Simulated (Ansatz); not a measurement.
`C[SiH2]SS` → `CSS` + `[SiH2]` at 600 K and 1 bar (silylene formation by 1,1-elimination).

Program: Ansatz. Geometries: PBE0-D4/def2-TZVP. ΔE: electronic, gas phase. CBS: MP2 limit from def2 TZ/QZ plus the TZ coupled-cluster correction, frozen cores. This one scheme is used for every species. Each species was taken in one conformer, which may not be the lowest.

```json
{"species": "`C[SiH2]SS`", "CCSD(T)/CBS energy (Eh)": "-1126.32699", "H − E (kJ/mol)": "233.0", "S (J/(mol·K))": "442.3"}
{"species": "`CSS`", "CCSD(T)/CBS energy (Eh)": "-836.00794", "H − E (kJ/mol)": "167.3", "S (J/(mol·K))": "353.3"}
{"species": "`[SiH2]`", "CCSD(T)/CBS energy (Eh)": "-290.19011", "H − E (kJ/mol)": "52.1", "S (J/(mol·K))": "233.9"}
```

H − E and S are ideal-gas, rigid-rotor, harmonic terms from PBE0-D4/def2-TZVP, for one conformer and one mirror image of each species. 1 Eh = 2625.50 kJ/mol, R = 8.31446 J/(mol·K).

Task: By hand: ΔE, ΔH, ΔS and ΔG.

Result: ΔE = (-836.00794) + (-290.19011) − (-1126.32699) = 0.12894 Eh = 338.5 kJ/mol. Δ(H − E) = 167.3 + 52.1 − 233.0 = -13.6, so ΔH = 324.9 kJ/mol. ΔS = 353.3 + 233.9 − 442.3 = 144.9 J/(mol·K). ΔG = 324.9 − 600 × (144.9)/1000 = 238.0 kJ/mol.

Task: By hand: the equilibrium constant, and the temperature at which ΔG would vanish if ΔH and ΔS stayed fixed.

Result: log₁₀ K = −ΔG/(RT ln 10) = -20.7. ΔG = 0 at ΔH/ΔS = 2242 K.

The number of gas molecules changes by +1, which sets the sign of ΔS. A doubt of 5 kJ/mol in ΔE shifts log₁₀ K by 0.4 here. Other conformers and mirror images would add mixing entropy, several J/(mol·K) or more a flexible species. These are equilibria of isolated gas molecules and say nothing of rates. Largest T1 diagnostic: 0.014 (customary marks: 0.02 for closed shells, 0.045 for open ones).
